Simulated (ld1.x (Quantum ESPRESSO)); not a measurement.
## iodine, TM: configuration errors across variants

iodine (I), norm-conserving Troullier–Martins (Kleinman–Bylander form), made with ld1.x (Quantum ESPRESSO) 7.5 (PW91, scalar-relativistic). Core [Kr], reference 4d10 5s1.75 5p5.25. Waves: 5s (bound): rc 1.30 bohr; 5p (bound): rc 1.45 bohr; 4d (bound): rc 0.85 bohr. Local part: the d channel. Core correction: Bessel-smoothed model core, default radius (core density twice the valence density).

All-electron excitation energies from the reference (eV): (1) 4d10 5s2 5p5 -2.592; (2) 4d10 5s2 5p4 8.593; (3) 4d10 5s2 5p3 28.508; (4) 4d9 5s2 5p5 55.710; (5) 4d10 5s2 5p2 57.925; (6) 4d10 5s1 5p6 7.848; (7) 4d10 5s2 5p5.3 -4.389.

Tests that are not counted but printed errors over 1 eV. “wave 5p (bound): rc 1.45 bohr becomes 5p (bound): rc 1.18 bohr”: 4d9 5s2 5p5 (solver errors, printed error -2217 eV).

1 further variants failed, have other tests or too few solved ones, and are left out.

A true bound ghost makes a file unfit for plane-wave use even where its test errors are small: the radial tests pick states by their node count and pass the ghost by. Where a test does run into it, the solver fails or the error is huge.

Errors AE − PS in meV (a dash: test not solved or not reliable):

```tsv
change	(1)	(2)	(3)	(4)	(5)	(6)	(7)	bound ghosts
base	-0.2	-3.5	-11	-350	-18	-4.3	-0.1	s, p
wave 5p (bound): rc 1.45 bohr becomes 5p (bound): rc 1.18 bohr	-1.1	-21	-91	–	-239	-14	-0.2	p, s
wave 5p (bound): rc 1.45 bohr becomes 5p (bound): rc 1.28 bohr	0.0	-9.4	-43	-461	-102	-3.0	-0.2	s, p
wave 5p (bound): rc 1.45 bohr becomes 5p (bound): rc 1.48 bohr	-0.2	-3.5	-11	-350	-18	-4.3	-0.1	s, p
wave 5p (bound): rc 1.45 bohr becomes 5p (bound): rc 1.82 bohr	-0.8	-4.1	-5.5	-274	-3.6	-9.1	+0.2	s, p
wave 5p (bound): rc 1.45 bohr becomes 5p (bound): rc 2.00 bohr	-0.9	-4.4	-5.7	-281	-3.3	-9.8	+0.1	s, p
wave 5p (bound): rc 1.45 bohr becomes 5p (bound): rc 2.12 bohr	-0.9	-4.4	-5.8	-279	-3.9	-9.5	+0.1	s, p
```

Problem. Give the same row for: wave 5p (bound): rc 1.45 bohr becomes 5p (bound): rc 1.62 bohr.

Solution. -0.6, -3.4, -5.3, -272, -4.4, -6.9, +0.1; bound ghosts: s, p.
